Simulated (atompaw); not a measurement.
# Al (Z = 13): one change to a PAW (atompaw) potential, before and after

Al (Z = 13), PAW, made with atompaw 4.2.0.5 (LDA (PW92), scalar-relativistic). Core [Ne], reference 3s1 3p2. Waves: 3s (bound): rc 1.60 bohr; 3s channel at 0.45 Ry: rc 2.25 bohr; 3p (bound): rc 2.25 bohr; 3p channel at 0.3 Ry: rc 2.25 bohr; 3d channel at 0.45 Ry: rc 2.25 bohr. Local part: troulliermartins scheme with l = 3 at 0 Ry, radius 1.90 bohr. Core correction: smooth core density matched at 1.20 bohr. Augmentation charge: besselshape compensation charge, radius 2.10 bohr; PAW radius 2.25 bohr; waves and projectors: custom rrkj gramschmidtortho.

Change: augmentation besselshape compensation charge, radius 2.10 bohr; PAW radius 2.25 bohr; waves and projectors: custom polynom vanderbiltortho.

Cutoffs: the cutoffs (Ry, on a coarse ladder) from which the occupation-weighted sum of valence levels, in a spherical-Bessel basis at the reference potential, stays within 10 and 1 mRy of its value at 400 Ry; they do not see the model core or the augmentation charge, which bear on the density cutoff.

Question: What does the change do?

Answer: The potential gets neither clearly harder nor softer (8 Ry and 15 Ry → 6 Ry and 18 Ry); the range in which the d phases agree narrows (upper end 3.7 → 1.4); neither file shows a bound ghost.

```tsv
quantity	base	changed
cutoff, loose	8 Ry	6 Ry
cutoff, tight	15 Ry	18 Ry
loose cutoff by channel (10 mRy a level)	s 8 Ry, p 6 Ry	s 6 Ry, p 6 Ry
bound ghosts	none	none
s: phases at 2.27 bohr within 0.05 rad from the reference energy up to (Ry; the scan ends near 5)	3.0	2.2
p: phases at 2.27 bohr within 0.05 rad from the reference energy up to (Ry; the scan ends near 5)	4.4	3.5
d: phases at 2.27 bohr within 0.05 rad from the reference energy up to (Ry; the scan ends near 5)	3.7	1.4
lowest overlap eigenvalue by channel	s 0.03, p 0.77, d 1.00	s 0.01, p 0.70, d 1.00
```

 The cutoffs see the waves, projectors and local potential, not the compensation charge or the core.
